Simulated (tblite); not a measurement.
Isomers of C5H10FN3Si. Method: GFN2-xTB as coded in tblite; computed harmonic values from a numerical Hessian at the method's own geometry, unscaled. Against measured fundamentals such values can be off by several per cent, at times by over 20. Modes of hydrogen on silicon can be 10 to 20 % off. One conformer each.

Electronic energies: GFN2-xTB at the same geometries; isomer energies are rough at this level and their order can be wrong.

```
                   SMILES  electronic energy, lowest = 0 (kJ/mol)
        CN[SiH2]n1cncc1CF                                    26.8
 C[Si](C)(C)c1n[nH]c(F)n1                                   238.4
      CN[SiH2]n1c(F)cnc1C                                     0.0
N#CC[Si@@H]1NC[C@H](CF)N1                                   152.3
    C[Si](C)(C)n1ncc(F)n1                                   203.4
```

How do GFN2-xTB zero-point energies change the relative energies?

```csv
SMILES,ZPE (kJ/mol),of it from modes above 1550 cm⁻¹,electronic (kJ/mol),"with ZPE, lowest = 0 (kJ/mol)",lowest mode (cm⁻¹),rings
CN[SiH2]n1c(F)cnc1C,390.5,193.4,0.0,0.0,31,1
CN[SiH2]n1cncc1CF,392.8,184.0,26.8,29.1,44,1
N#CC[Si@@H]1NC[C@H](CF)N1,397.8,192.9,152.3,159.7,21,1
C[Si](C)(C)n1ncc(F)n1,395.0,183.1,203.4,208.0,9i,1
C[Si](C)(C)c1n[nH]c(F)n1,395.7,194.1,238.4,243.6,18i,1
```

The zero-point energies span 7.3 kJ/mol, from `CN[SiH2]n1c(F)cnc1C` to `N#CC[Si@@H]1NC[C@H](CF)N1`. Slightly imaginary modes are left out of the zero-point energy: `C[Si](C)(C)n1ncc(F)n1` 8.7i cm⁻¹ and `C[Si](C)(C)c1n[nH]c(F)n1` 18.1i cm⁻¹. The order is unchanged.
